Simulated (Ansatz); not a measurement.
```yaml
crystal:
  periodic: [false, false, false]
  atoms:
    - {symbol: F, position_ang: [0.932068, -0.051308, 0.800392]}
    - {symbol: C, position_ang: [0.168693, 1.340430, 0.330484]}
    - {symbol: S, position_ang: [-1.518226, 0.779156, -0.569906]}
    - {symbol: Al, position_ang: [-0.296092, -1.446414, -0.443087]}
    - {symbol: H, position_ang: [0.985498, 1.878640, -0.397166]}
    - {symbol: H, position_ang: [-0.002319, 1.958226, 1.366474]}
    - {symbol: H, position_ang: [0.818469, -1.836613, -1.764439]}
    - {symbol: H, position_ang: [-0.984940, -2.685955, 0.614753]}
basis:
  gaussian: {orbitals: cc-pVTZ-DK}
total_charge: -1
magnetization: {spin_polarized: false, initial_magnetization: 1}
hamiltonian: {xc: {name: wB97X}}
accuracy: high
```

```sh
$ ansatz run in.yaml --threads 2 --pin off --events-out ev --progress --plain --max-ram 4352MiB
```

Shortened log:

```
Functional definition: wB97X
  name "wB97X"
  cite "Chai & Head-Gordon, J. Chem. Phys. 128, 084106 (2008) doi:10.1063/1.2834918"
  cite "Becke, J. Chem. Phys. 107, 8554 (1997) doi:10.1063/1.475007"
  parameter omega = 0.3/bohr
  parameter cx = 0.157706
  parameter cx1 = 0.726479
  parameter cx2 = 1.04760
  parameter cx3 = -5.70635
  parameter cx4 = 13.2794
  parameter css1 = -4.33879
  parameter css2 = 18.2308
  parameter css3 = -31.7430
  parameter css4 = 17.2901
  parameter cos1 = 2.37031
  parameter cos2 = -11.3995
  parameter cos3 = 6.58405
  parameter cos4 = -3.78132
  # The coefficients of nought are those of the uniform gas.
  exchange = spin_sum(e_x_unif_sr(omega)*poly(b97_u_x, 1 - cx, cx1, cx2, cx3, cx4)) + cx*exact_x_sr(omega)
      + exact_x_lr(omega)
  correlation = spin_sum(e_c_pw_same_spin*poly(b97_u_same, 1, css1, css2, css3, css4))
      + integral(e_c_pw_opposite_spin*poly(b97_u_opposite, 1, cos1, cos2, cos3, cos4))
3260 factors; integrals over basis functions are off by at most 3.5e-9 eV
490 factors; integrals over basis functions are off by at most 2.1e-9 eV
mean field evaluation 1: about -21291.2653 eV, gradient 3.3e1 eV
mean field evaluation 2: about -21291.3303 eV, gradient 3.3e1 eV
mean field evaluation 4: about -21294.8193 eV, gradient 5.0e0 eV
mean field evaluation 8: about -21294.9792 eV, gradient 1.1e0 eV
mean field evaluation 16: about -21295.0170 eV, gradient 2.0e-1 eV
mean field evaluation 32: about -21295.0183 eV, gradient 3.6e-4 eV
mean field -21295.01827589 eV, -782.5774873572 hartree, gradient 7.2e-8 eV, S^2 0.750000; 4 other end points of the search recorded, 0 dependent functions left out
reference -21295.01827342 eV, -782.5774872664 hartree; 25, 24 occupied and 159, 160 virtual orbitals, 3260 factors
Total energy: -21295.01827342 eV, -782.5774872664 hartree
Relativity: scalar
```

Run time 55 s (2 threads of an AMD EPYC 9R45 on a shared host); peak host memory 1.7 GiB.
